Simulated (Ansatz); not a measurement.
Geometry optimisation, Ansatz 0.2.0, RKS LDA/def2-SVP.

The input (input.yaml):

```yaml
crystal:
  periodic: [false, false, false]
  atoms:
    - { symbol: Si, position_ang: [-0.92995, 1.25462, -0.89386] }
    - { symbol: "N", position_ang: [0.31461, 0.38067, -0.35693] }
    - { symbol: Ge, position_ang: [0.78183, -0.99766, 0.70391] }
    - { symbol: H, position_ang: [-2.37325, 1.1918, -0.63467] }
    - { symbol: H, position_ang: [-0.60531, 2.33025, -1.82156] }
    - { symbol: H, position_ang: [0.40269, -0.75109, 2.13983] }
    - { symbol: H, position_ang: [2.26876, -1.12211, 0.60008] }
    - { symbol: H, position_ang: [0.14062, -2.28647, 0.26319] }
basis:
  gaussian: { orbitals: def2-SVP }
hamiltonian:
  xc: lda
relax:
  f_tol: 0.02
  max_steps: 50
output:
  orbitals: {}
```

Command:

```bash
$ ansatz run input.yaml --threads 2 --pin off --max-ram 3072MiB --backend cpu --events-out ev --progress --plain --runs-dir out
```

Task: Where does it end, and by what steps?

Result: The forces met the threshold. The force dipped under the threshold on the way, but the program's further checks kept it going. After 18 steps the energy has fallen by 0.149 eV; H4 moved furthest, 1.02 Å.

| step | energy less start (eV) | largest force component (eV/Å) | accepted |
| --- | --- | --- | --- |
| 0 | 0.0000 | 1.309 | yes |
| 1 | -0.1036 | 0.613 | yes |
| 2 | -0.1159 | 0.099 | yes |
| 3 | -0.1166 | 0.058 | yes |
| 4 | -0.1167 | 0.002 | yes |
| 5 | -0.1168 | 0.005 | yes |
| 6 | -0.1168 | 0.002 | yes |
| 7 | -0.1168 | 0.006 | yes |
| 8 | -0.1182 | 0.089 | yes |
| 9 | -0.1196 | 0.264 | yes |
| 10 | -0.1233 | 0.126 | yes |
| 11 | -0.1329 | 0.079 | yes |
| 12 | -0.1392 | 0.171 | yes |
| 13 | -0.1426 | 0.139 | yes |
| 14 | -0.1410 | 0.158 | no |
| 15 | -0.1471 | 0.078 | yes |
| 16 | -0.1486 | 0.023 | yes |
| 17 | -0.1489 | 0.052 | yes |
| 18 | -0.1493 | 0.019 | yes |

```xyz
8
Properties=species:S:1:pos:R:3
Si -0.839 1.272 -0.875
N 0.271 0.132 -0.687
Ge 0.727 -1.027 0.631
H -1.898 1.704 0.115
H -0.896 2.040 -2.163
H -0.149 -0.887 1.909
H 2.207 -0.772 0.998
H 0.578 -2.462 0.073
```

Run time: 14 s on 2 threads of Intel(R) Xeon(R) Platinum 8488C (Sapphire Rapids) (shared host), peak memory 0.15 GiB.
